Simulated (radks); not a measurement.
Charge is removed step by step from the 5s down level of neutral dysprosium, starting from [Kr] 4d10 4f10 5s(up 1, down 1) 5p6 6s2. Calculated with a radial shooting solver on a logarithmic mesh with Libxc functionals: scalar-relativistic Kohn-Sham, BLYP, spin-polarised, spherical densities, finite nucleus; open shells are filled with parallel spins first (spin-orbit coupling, left out, can overturn this in heavy ions); Fermi nuclear charge, rms radius 5.2218 fm.

removed (e)  E - E(0) (eV)  eigenvalue (eV)  E minus straight line (eV)
0                    0.000          -47.761                       0.000
0.25                12.263          -50.452                      -1.072
0.5                 25.219          -53.298                      -1.450
0.75                38.901          -56.262                      -1.102
1                   53.338          -59.324                       0.000

Removing the whole electron costs 53.338 eV by Delta-SCF, against 47.761 eV from minus the eigenvalue at the starting occupation. Slater's transition state (half an electron removed) gives 53.298 eV. Integrating minus the eigenvalue over the occupation (Janak's theorem) gives 53.378 eV. In this scalar-relativistic scheme the density is built from large components alone, so the theorem holds only approximately. The mean slope of the eigenvalue, de/dn, is 11.6 eV per electron.
